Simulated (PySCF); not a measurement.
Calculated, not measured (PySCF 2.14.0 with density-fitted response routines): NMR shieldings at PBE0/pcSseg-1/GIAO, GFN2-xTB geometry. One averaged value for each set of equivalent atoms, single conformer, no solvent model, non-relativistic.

References, each an isolated molecule treated in the same way: ¹H (σref 31.72) and ¹³C (σref 186.93) against TMS. Shifts are as computed. Against solution values, carbons near 30 ppm lie about +3 ppm off and those near 130 ppm about +5 ppm (rms about the fit 2.1 ppm; single classes can miss by 10 ppm). Of 1328 compounds with measured shifts, 309 miss one by over three times the rms of a fit or turn the order of signals round; such compounds aren't used in these exercises. Signals without a measured value on file couldn't be tested in this way; 1H shifts scatter by 0.2 ppm about their fit, and single ones miss by 0.5 ppm.

Task: Order these molecules by the shift of their most deshielded carbon, lowest δ first.
A. F/C=C\F
B. CC(F)=C(F)F
C. CCOCCC(C)=O
D. C=PP(C)C

Result: A (145.6 ppm, alkene CH), B (166.6 ppm, fully substituted alkene carbon), D (200.9 ppm, carbon double-bonded to a heavier main-group atom), C (214.9 ppm, ketone carbonyl carbon).

Task: Order these molecules by the shift of their most shielded carbon-bound hydrogen, lowest δ first.
A. CCOCCC(C)=O
B. CC(F)=C(F)F
C. F/C=C\F

Result: A (1.22 ppm, hydrogen on a methyl carbon), B (2.15 ppm, hydrogen on an allylic methyl carbon), C (6.46 ppm, hydrogen on an alkene CH).

Task: How many ¹³C and ¹H signals does each give (equivalence by symmetry and fast rotation, but not about amide C–N or C=N bonds)? `CCOCCC(C)=O`, `F/C=C\F`, `CC(F)=C(F)F`, `C=PP(C)C`

Result: CCOCCC(C)=O: 6 C, 5 H; F/C=C\F: 1 C, 1 H; CC(F)=C(F)F: 3 C, 1 H; C=PP(C)C: 2 C, 3 H.
